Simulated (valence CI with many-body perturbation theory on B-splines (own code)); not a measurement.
Values are calculated unless marked as measured or tabulated.
# Lu40+: what each term of the Hamiltonian does

Level of theory: relativistic CI+MBPT: three valence electrons over a frozen Dirac-Fock core [Ar] 3d10, a basis of 11 s, 11 p, 9 d, 7 f, 5 g, 2 h, 1 i functions for each j, with the one-electron correlation potential Σ1 (screened to all orders), the two-electron term Σ2, the three-electron term Σ3, Breit, model QED; selected single and double excitations, second order for the rest (own B-spline code, finite nucleus).

No measured spectrum was set against this ion. As an estimate, large intervals hold to a few tenths of a per cent, small ones and those within an open d or f shell to about a per cent.

Each rung adds one term. CI alone is the Dirac-Coulomb CI over the frozen core; QED comes last and gives the full result, which names the levels. Energies are above (4s^2 4p1/2) J=1/2 on the same rung, in cm⁻¹.

Levels are named by their leading jj configuration (3d3/2^4 stands for four electrons in 3d with j = 3/2), which in mixed levels can hold well under half, so a name can repeat and another be missing. Letters in brackets count levels of one name in rising energy.

| Level | CI alone |
| --- | --- |
| (4s^2 4p3/2) J=3/2 | 638334 |
| (4s 4p1/2^2) J=1/2 | 721040 |
| (4s 4p1/2 4p3/2) J=3/2 [a] | 1258990 |
| (4s 4p1/2 4p3/2) J=5/2 | 1324190 |
| (4s 4p1/2 4p3/2) J=3/2 [b] | 1417890 |
| (4s 4p1/2 4p3/2) J=1/2 | 1442780 |
| (4s^2 4d3/2) J=3/2 | 1857350 |
| (4s 4p3/2^2) J=5/2 | 1895650 |
| (4s^2 4d5/2) J=5/2 | 2039500 |
| (4s 4p3/2^2) J=1/2 | 2078070 |
| (4s 4p3/2^2) J=3/2 | 2113140 |
| (4p1/2^2 4p3/2) J=3/2 | 2146630 |
| (4s 4p1/2 4d3/2) J=3/2 [a] | 2419920 |
| (4s 4p1/2 4d3/2) J=5/2 | 2471200 |
| (4s 4p1/2 4d3/2) J=1/2 | 2578480 |
| (4s 4p1/2 4d3/2) J=3/2 [b] | 2583050 |

Problem. What do these energies become with core correlation, Breit and QED?

Solution. (4s^2 4p3/2) J=3/2 634408 (-3926); (4s 4p1/2^2) J=1/2 719183 (-1857); (4s 4p1/2 4p3/2) J=3/2 [a] 1256390 (-2608); (4s 4p1/2 4p3/2) J=5/2 1319090 (-5097); (4s 4p1/2 4p3/2) J=3/2 [b] 1409100 (-8783); (4s 4p1/2 4p3/2) J=1/2 1430390 (-12388); (4s^2 4d3/2) J=3/2 1841280 (-16069); (4s 4p3/2^2) J=5/2 1887180 (-8477); (4s^2 4d5/2) J=5/2 2021380 (-18123); (4s 4p3/2^2) J=1/2 2064890 (-13181); (4s 4p3/2^2) J=3/2 2095140 (-18006); (4p1/2^2 4p3/2) J=3/2 2133670 (-12954); (4s 4p1/2 4d3/2) J=3/2 [a] 2410080 (-9839); (4s 4p1/2 4d3/2) J=5/2 2459700 (-11502); (4s 4p1/2 4d3/2) J=1/2 2560510 (-17968); (4s 4p1/2 4d3/2) J=3/2 [b] 2565470 (-17583).

Problem. How does the ionisation energy move along the ladder, and which term matters most?

Solution. CI alone 1934.4, + Σ1 1936.2, + Σ2 1936.2, + Σ3 1936.1, + Breit 1933.8, + QED 1933.9 eV. The largest step is Breit, -2.3 eV. NIST lists 1933 ± 4 eV (theoretical).
